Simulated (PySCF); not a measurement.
iodine (I₂), singlet, at a GFN2-xTB geometry (all electrons, no relativity); PBE0/STO-3G, polarisability (PySCF).

PySCF was given this input:
```python
from pyscf import gto, scf, dft
from pyscf.prop import polarizability

mol = gto.Mole()
mol.atom = '''
    I    -0.00000000   -0.00000000   -1.33192123
    I     0.00000000    0.00000000    1.33192123
'''
mol.basis = 'sto-3g'
mol.verbose = 4
mol.build()

mf = dft.RKS(mol)
mf.xc = 'pbe0'
mf.kernel()
alpha = mf.Polarizability().polarizability()[2, 2]
print('alpha_zz =', alpha)
```

It wrote (shortened):

```
site-packages/pyscf/prop/efg/rhf.py:45: UserWarning: Module EFG is under testing
  warnings.warn('Module EFG is under testing')
site-packages/pyscf/prop/efg/dhf.py:30: UserWarning: Module EFG is under testing
  warnings.warn('Module EFG is under testing')
site-packages/pyscf/prop/zfs/uhf.py:40: UserWarning: Module ZFS is under testing
  warnings.warn('Module ZFS is under testing')
site-packages/pyscf/prop/gtensor/uhf.py:43: UserWarning: Module g-tensor is under testing
  warnings.warn('Module g-tensor is under testing')
site-packages/pyscf/prop/gtensor/uks.py:41: UserWarning: Module g-tensor is under testing
  warnings.warn('Module g-tensor is under testing')
site-packages/pyscf/prop/hfc/uks.py:35: UserWarning: Module HFC is under testing
  warnings.warn('Module HFC is under testing')
site-packages/pyscf/prop/magnetizability/rhf.py:39: UserWarning: Module magnetizability is under testing
  warnings.warn('Module magnetizability is under testing')
site-packages/pyscf/prop/magnetizability/uhf.py:37: UserWarning: Module magnetizability is under testing
  warnings.warn('Module magnetizability is under testing')
site-packages/pyscf/prop/magnetizability/rks.py:37: UserWarning: Module magnetizability is under testing
  warnings.warn('Module magnetizability is under testing')
site-packages/pyscf/prop/magnetizability/uks.py:39: UserWarning: Module magnetizability is under testing
  warnings.warn('Module magnetizability is under testing')
site-packages/pyscf/prop/polarizability/uhf.py:34: UserWarning: Module polarizability is under testing
  warnings.warn('Module polarizability is under testing')
site-packages/pyscf/prop/polarizability/rks.py:29: UserWarning: Module polarizability is under testing
  warnings.warn('Module polarizability is under testing')
site-packages/pyscf/prop/polarizability/uks.py:29: UserWarning: Module polarizability is under testing
  warnings.warn('Module polarizability is under testing')
PySCF version 2.14.0

[INPUT] verbose = 4
[INPUT] num. atoms = 2
[INPUT] num. electrons = 106
[INPUT] charge = 0
[INPUT] spin (= nelec alpha-beta = 2S) = 0
[INPUT] symmetry False subgroup None
[INPUT] Mole.unit = angstrom
[INPUT] Symbol           X                Y                Z      unit          X                Y                Z       unit  Magmom
[INPUT]  1 I      0.000000000000   0.000000000000  -1.331921230000 AA    0.000000000000   0.000000000000  -2.516966344194 Bohr   0.0
[INPUT]  2 I      0.000000000000   0.000000000000   1.331921230000 AA    0.000000000000   0.000000000000   2.516966344194 Bohr   0.0

nuclear repulsion = 558.013023590847
number of shells = 22
number of NR pGTOs = 162
number of NR cGTOs = 54
basis = sto-3g
ecp = {}

******** <class 'pyscf.dft.rks.RKS'> ********
method = RKS
initial guess = minao
damping factor = 0
level_shift factor = 0
DIIS = <class 'pyscf.scf.diis.CDIIS'>
diis_start_cycle = 1
diis_space = 8
diis_damp = 0
SCF conv_tol = 1e-09
SCF conv_tol_grad = None
SCF max_cycles = 50
direct_scf = True
direct_scf_tol = 1e-13
XC library pyscf.dft.libxc version 7.1.2
    S. Lehtola, C. Steigemann, M. J. T. Oliveira, and M. A. L. Marques,  SoftwareX 7, 1–5 (2018)
XC functionals = pbe0
    C. Adamo and V. Barone,  J. Chem. Phys. 110, 6158 (1999)
    M. Ernzerhof and G. E. Scuseria,  J. Chem. Phys. 110, 5029 (1999)
radial grids:
    Treutler-Ahlrichs [JCP 102, 346 (1995); DOI:10.1063/1.469408] (M4) radial grids

becke partition: Becke, JCP 88, 2547 (1988); DOI:10.1063/1.454033
pruning grids: <function nwchem_prune>
grids dens level: 3
symmetrized grids: False
atomic radii adjust function: <function treutler_atomic_radii_adjust>
small_rho_cutoff = 0
Set gradient conv threshold to 3.16228e-05
Initial guess from minao.
tot grids = 43920
init E= -13661.8240393675
  HOMO = -0.694164508945233  LUMO = -0.570488621490865  gap/eV = 3.36539
cycle= 1 E= -13705.1307173761  delta_E= -43.3  |g|= 0.132  |ddm|= 2.26
  HOMO = -0.182883249394245  LUMO = -0.0131073232776854  gap/eV = 4.61984
cycle= 2 E= -13705.1329806918  delta_E= -0.00226  |g|= 0.00462  |ddm|= 0.149
  HOMO = -0.184995180509504  LUMO = -0.0154266312589986  gap/eV = 4.61420
cycle= 3 E= -13705.1329979155  delta_E= -1.72e-05  |g|= 0.000783  |ddm|= 0.0225
  HOMO = -0.184712324827417  LUMO = -0.0150954496747055  gap/eV = 4.61551
cycle= 4 E= -13705.1329984945  delta_E= -5.79e-07  |g|= 5.61e-06  |ddm|= 0.00348
  HOMO = -0.184713694744852  LUMO = -0.015096980632644  gap/eV = 4.61551
cycle= 5 E= -13705.1329984945  delta_E= -5.46e-12  |g|= 1.12e-07  |ddm|= 1.52e-05
  HOMO = -0.184713685868921  LUMO = -0.0150969726021629  gap/eV = 4.61551
Extra cycle  E= -13705.1329984945  delta_E= -9.09e-12  |g|= 6.4e-09  |ddm|= 1.83e-07
converged SCF energy = -13705.1329984945
Isotropic polarizability 17.827676518
Polarizability anisotropy 47.2418474829
alpha_zz = 49.32224150660122
```
